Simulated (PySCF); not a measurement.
Checking a proposed structure

A compound C5H11BO3 gives the data below (simulated from a calculation) and was assigned the structure `CC(C)[C@H]1COB(O)O1`.

13C{1H} NMR (computed): δ 77.7 (CH), 55.8 (CH3), 36.0 (CH2, 2C), 11.7 (CH).

1H NMR (500 MHz, computed): δ 3.58 (m, 1H), 3.56 (br s, 2H), 3.20 (s, 3H), 2.30 (m, 2H), 1.91 (m, 2H), 1.23 (m, 1H).

Calculated, not measured (PySCF 2.14): σ from GIAO-KT2/pcSseg-1, structure optimised with PBE0-D3(BJ)/def2-SVP. Relativity neglected, gas phase, fast rotation and ring inversion assumed for equivalent nuclei, one computed conformer.

Referencing at the same level of theory: TMS for 1H, 13C.

Problem. Compare with the shifts computed for the proposed structure, pairing carbons in order of shift.

Solution. Numbering as in the mapped SMILES `[CH3:1][CH:2]([CH3:3])[C@H:4]1[CH2:5][O:6][B:7]([OH:8])[O:9]1`. Hydrogens are named by the atom that carries them.

```csv
atom,computed for proposal,given list,difference
C4,85.9,77.7,+8.2
C5,74.3,55.8,+18.5
C2,40.3,36.0,+4.3
C3,21.7,36.0,-14.3
C1,18.0,11.7,+6.3
```

The rms difference is 11.6 ppm and the largest +18.5 ppm at C5 (sp3 CH2 bonded to O). The proposal also would give 5 carbon signals, not 4. The carbon types in order of shift don't match either: CH, CH2, CH, CH3, CH3 for the proposal against CH, CH3, CH2, CH2, CH in the data. The proposal doesn't fit.

Problem. Which isomer fits?

Solution. `OB([C@H]1C[C@H](OC)C1)O`.

1. δC 77.7: sp3 CH bonded to O; the inductive effect lowers its shielding.
2. δC 36.0: sp3 CH2 in a ring; a saturated carbon with 2 carbon neighbours and no heteroatom attached.
3. δH 3.58: hydrogen on an sp3 CH bonded to O; its carbon carries O, hence the downfield position.
4. δH 3.20: hydrogen on a methyl carbon bonded to O; its carbon carries O, hence the downfield position.

Other isomers checked: CC(C)OB1OCCO1 (rms 17.6 ppm); C=COB(O)OC(C)C (rms 38.1 ppm).

The shifts were computed for this structure.

OH and NH positions are those of a molecule without intermolecular hydrogen bonds; in solution they move with solvent, concentration and temperature, and exchange usually removes their couplings. A carbon bonded to boron is broadened by the quadrupolar boron nucleus and is often missing from a measured spectrum. Shifts are as computed. Against solution values, carbons near 30 ppm lie about +2 ppm off and those near 130 ppm about -5 ppm. Of 1309 compounds with measured shifts, 239 miss one by over three times the rms of a fit or turn the order of signals round; such compounds aren't used in these exercises. No couplings were computed; multiplicities are counted from neighbouring protons, with m where these are inequivalent, close in shift, in a saturated or five-membered ring or joined by F or P, and br s for small geminal =CH2 splittings.
